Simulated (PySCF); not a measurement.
VBr4, SMILES [Br][V]([Br])([Br])[Br] (connectivity only; charge and spin as stated), neutral, multiplicity 2.

The structure is a stationary point at PBE-D3(BJ)/def2-SVP. The spin state was assumed, not searched.

Method: PBE-D3(BJ)/def2-SVP (PySCF 2.14.0).

Frequencies are harmonic and unscaled.

Modes within 1.5 cm⁻¹ of each other (mostly degenerate sets) share a row, with their intensities summed.

```csv
mode,ν (cm⁻¹),IR (km/mol),moving atoms (share of kinetic energy)
1,49,0.0,Br 100 %
2,74,0.0,Br 100 %
3–4,77,0.6,"Br 84 %, V 16 %"
5,94,0.2,"Br 87 %, V 13 %"
6,224,0.0,Br 100 %
7–8,369,145.9,"V 70 %, Br 30 %"
9,392,47.1,"V 73 %, Br 27 %"
```
